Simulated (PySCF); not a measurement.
## How methods differ on the ionisation energy of Kr²⁺

Kr²⁺ [Ar] 3d10 4s2 4p4 (3P) → Kr³⁺ [Ar] 3d10 4s2 4p3 (4S), as a difference of total energies. Computed with PySCF 2.14 in def2-TZVP (6s5p4d1f, 48 functions), with no relativity, point nucleus. Correlated levels: valence: [Ar] 3d10 frozen. The calculations carry no spin-orbit coupling.

Problem. Order these methods by the ionisation energy they give, lowest first.
A. SCS-MP2 (valence)
B. PBE
C. M06-L
D. UHF

Solution. D (34.301 eV), A (35.065 eV), C (35.325 eV), B (35.490 eV).

These non-relativistic numbers lack the scalar-relativistic shift.

The reference lies between the lowest fine-structure levels, while these numbers refer to the centres of the terms.

Errors of the correlated levels include the incompleteness of this basis and the frozen core.

For comparison: 35.838 ± 0.02 eV (measured; NIST Atomic Spectra Database, ionization energies).
